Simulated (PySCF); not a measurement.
The vertical singlet excitations below were computed for one of the candidates. Method used: TDDFT PBE0/def2-SVPD, vertical, gas phase, core orbitals frozen in the response in PySCF. Geometries: GFN2-xTB, one conformer each.

```csv
state,E (eV),f
S1,6.83,0.025
S2,7.40,0.528
S3,7.47,0.011
S4,7.58,0.015
S5,7.99,0.0067
S6,8.09,0.0002
```

Triplets computed (Tamm–Dancoff): 4.48, 6.69 eV.

Orbital energies (eV): HOMO-3 -9.60, HOMO-2 -9.42, HOMO-1 -9.05, HOMO -7.27, LUMO 0.50, LUMO+1 0.65, LUMO+2 1.18.

Problem. Which candidate is it? All have the formula C7H11F.
A. `F[C@]12CC[C@H](CC1)C2`
B. `C[C@@H]1C[C@H](F)[C@@H]2C[C@@H]21`
C. `C=C[C@H](F)/C=C/CC`
D. `C=C(F)C1CCCC1`
E. `F[C@]12CCC[C@H](C1)C2`

Solution. D. Its S1 lies at 6.83 eV; the nearest of the others has S1 at 6.36 eV. S1 is HOMO→LUMO+1 (85%), HOMO→LUMO+2 (9%). Löwdin shares by element: HOMO carbon 72% or more, fluorine 11% (atoms not listed hold the other 17%); LUMO carbon 65% or more, hydrogen 7% or more, fluorine 7% (atoms not listed hold the other 20%). At the same level the other candidates give, for their lowest levels:
- `C[C@@H]1C[C@H](F)[C@@H]2C[C@@H]21`: 7.65 eV (f 0.003); 7.80 eV (f 0.001); 8.12 eV (f 0.026); 8.23 eV (f 0.001); 8.31 eV (f 0.028); T1 7.53 eV; HOMO -8.14, LUMO 0.68 eV
- `F[C@]12CCC[C@H](C1)C2`: 7.75 eV (f 0.001); 8.08 eV (f 0.046); 8.28 eV (f 0.024); 8.43 eV (f 0.002); 8.53 eV (f 0.004); T1 7.59 eV; HOMO -8.21, LUMO 0.62 eV
- `C=C[C@H](F)/C=C/CC`: 6.36 eV (f 0.383); 6.64 eV (f 0.030); 7.20 eV (f 0.015); 7.40 eV (f 0.064); 7.48 eV (f 0.018); T1 4.29 eV; HOMO -7.41, LUMO -0.30 eV
- `F[C@]12CC[C@H](CC1)C2`: 7.82 eV (f 0.000); 8.00 eV (f 0.004); 8.45 eV (f 0.022); 8.58 eV (f 0.012); 8.70 eV (f 0.008); T1 7.66 eV; HOMO -8.32, LUMO 0.61 eV

Without π bonds the low states may be Rydberg-like; a valence basis with one diffuse set may place them up to an eV too high.
